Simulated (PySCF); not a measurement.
A structure optimised at PBE-D3(BJ)/def2-SVP, used in a PySCF frequency run:

```xyz
12

N      1.8145    -0.2836    -0.7039
Si     0.3964     0.0317     0.2296
F      0.7413     0.3953     1.8029
C     -1.0574    -1.1430    -0.0771
O     -1.6306    -0.1312    -0.9503
C     -0.9215     1.0947    -0.6196
H      2.3452    -1.1396    -0.5176
H      2.4583     0.4891    -0.8983
H     -0.9042    -2.0931    -0.6317
H     -1.7079    -1.3497     0.8060
H     -0.6760     1.6623    -1.5423
H     -1.5192     1.7544     0.0535
```
Charge 0, spin multiplicity 1.

**Question.** Write its SMILES and formula.

**Answer.** N[Si]1(F)COC1, C₂H₆FNOSi

**Question.** What are its rotational constants (standard atomic weights)?

**Answer.** 4.2080, 2.3714, 2.0965 GHz
